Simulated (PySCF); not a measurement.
## Static response to an electric field

C₄H₇NSi.
Cartesian coordinates in Å at the GFN2-xTB level; atoms count from 1:
```
atom  x, y, z in Å
C1    -2.207    1.825    0.206
C2    -1.916    0.668    0.111
C3    -1.551   -0.728    0.001
C4    -0.066   -0.946   -0.053
N5     0.757   -0.010   -0.038
Si6    2.464    0.138   -0.086
H7    -2.462    2.838    0.290
H8    -1.953   -1.285    0.855
H9    -1.995   -1.157   -0.906
H10    0.218   -2.010   -0.108
H11    2.771    0.847    1.152
H12    2.696    0.932   -1.289
H13    3.239   -1.111   -0.154
```

Level: PBE0/def2-SVPD (PySCF), static field, nuclei fixed, core orbitals frozen in the response. The polarisability tensor in these axes (au):

```
x   96.41 -1.64 -1.53
y   -1.64 87.54  1.87
z   -1.53  1.87 59.47
```

**Question.** What are the eigenvalues, a third of the trace, and Δα (Δα² = ½Σ(αi − αj)² over the three pairs)?

**Answer.** Principal values 59.30, 87.33 and 96.79 au; mean 81.14 au = 12.02 Å³ = 13.38 × 10⁻⁴⁰ C²·m²/J; Δα = 33.78 au (42 % of the mean).

**Question.** What is the dipole moment, and where does it point?

**Answer.** (-0.41, -1.72, -0.08) D, 1.77 D in size, pointing from the negative to the positive side. Measured along this direction, the outermost atoms are H7 at the negative end and H10 at the positive end.

**Question.** What depolarisation ratio follows for Rayleigh scattering of linearly polarised light, taking the static tensor?

**Answer.** ρ = 3Δα²/(45ᾱ² + 4Δα²) = 3422.5/(296273 + 4563.4) = 0.0114.

**Question.** Refractivity n − 1 of an ideal gas of it at 500 K and 1 atm, from the electronic α?

**Answer.** N = p/kT = 1.4678 × 10¹⁹ cm⁻³, so n − 1 = 2π × N × 12.02 × 10⁻²⁴ cm³ = 1109 × 10⁻⁶ at long wavelengths, for an ideal gas.

**Question.** What molar refraction does this α imply?

**Answer.** Lorentz–Lorenz: R = (4π/3)N_A α = 2.5225 cm³/(mol·Å³) × 12.02 Å³ = 30.3 cm³/mol, in the limit of long wavelengths.

**Question.** In TDDFT the mean static polarisability is Σ f/ω² over all singlet excitations (ω in hartree). How much of it do the 8 lowest give? Their energies (eV) and oscillator strengths: 4.27, 0.0001; 5.96, 0.0000; 6.04, 0.0063; 6.07, 0.0676; 6.70, 0.0001; 6.84, 0.0296; 6.95, 0.0106; 6.98, 0.0008.

**Answer.** They add up to 2.14 au, 2.6 % of the 81.14 au; the largest single term is 1.36 au, from the state at 6.07 eV. Terms in order: 0.00, 0.00, 0.13, 1.36, 0.00, 0.47, 0.16, 0.01 au. Higher excitations give the rest. The strengths listed sum to 0.115.

**Question.** How large is μ²/3kT at 250 K beside α?

**Answer.** In Gaussian units μ²/3kT = 30.17 Å³ against 12.02 Å³, a ratio of 2.51; the Debye molar polarisation (4π/3)N_A(α + μ²/3kT) is 106.4 cm³/mol, leaving out the vibrational part.

One conformer (not necessarily the lowest) at the GFN2-xTB geometry, without solvent, vibrations or thermal averaging.

These values come from a run that also computed excited states. Time: 26 s wall (grids of density and orbitals included); peak memory 0.71 GiB. Hardware: an Arm Neoverse V2 with one thread, on a shared host.
